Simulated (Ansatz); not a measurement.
BI3, triplet, at a GFN2-xTB geometry (a higher spin typed on purpose: for a closed-shell molecule this is an excited state) (all electrons, no relativity). Base run: PBE0/STO-3G (Ansatz, a quantum-chemistry and plane-wave program).

Ansatz was given this input:
Ansatz 0.2 input:
```yaml
crystal:
  periodic: [false, false, false]
  atoms:
    - {symbol: B, position_ang: [-0.00000000, -0.00000000, 0.00000000]}
    - {symbol: I, position_ang: [2.06079460, -0.36066386, -0.61755843]}
    - {symbol: I, position_ang: [-0.76527340, -0.90866053, 1.82948732]}
    - {symbol: I, position_ang: [-1.29552119, 1.26932438, -1.21192889]}
basis:
  gaussian:
    orbitals: STO-3G
hamiltonian:
  xc: pbe0
magnetization: {spin_polarized: true, initial_magnetization: 2}
```

Variants of this job, named by their change:

| change | ΔE vs base (mEh) |
|---|---|
| base | 0.000 |
| final_grid = 6, 12, 29 | 0.284 |
| final_grid = 4, 8, 17 | -7.566 |
| nuclear_model = gaussian | 188.9 |
| final_grid = 10, 20, 41 | 0.001 |
| lower_state_search = light | 0.000 |
| forces = on | 0.000 |
| point_charge = charge:1.0 position_ang:3.4699, 2.2198, 3.1431 | -1.928 |
| accuracy = high | -0.002 |
| lower_state_search = off | 0.000 |
